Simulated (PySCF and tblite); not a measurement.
Results of a calculation; reference values are marked as such.
C6H12O, numbered as in [CH3:1][C@H:2]1[CH2:3][CH2:4][CH2:5][CH2:6][O:7]1.

Level: PBE0-D3(BJ)/def2-TZVP//PBE0-D3(BJ)/def2-SVP, thermal terms from GFN2-xTB, symmetry numbers and mirror pairs counted. Conformers within 4 kcal/mol (GFN2-xTB free energy) were kept, 5 at most. (PySCF 2.14, tblite 0.8.)

The 6-ring runs over atoms 2–3–4–5–6–7.

| conformer | shape | symmetry | E(GFN2) kcal/mol |
| --- | --- | --- | --- |
| 1 | 6-ring chair (all substituents equatorial) | C1 | 0.00 |
| 2 | 6-ring chair (C1 axial) | C1 | 1.18 |

**Question.** Which of these conformers is the most populated at 298.15 K, and with what share?

**Answer.** Conformer 1, about 100 %.

**Question.** Give the DFT energies and free energies relative to the lowest, and all weights.

**Answer.** 
```csv
conformer,shape,E(DFT) kcal/mol,G(298.15 K) kcal/mol,weight %
1,6-ring chair (all substituents equatorial),0.00,0.00,99.5
2,6-ring chair (C1 axial),2.83,3.16,0.5
```

**Question.** How does its share change from 180 K to 400 K?

**Answer.** From 100 % to 98 %; the mixing entropy goes from 0.00 to 0.17 cal/(mol K).
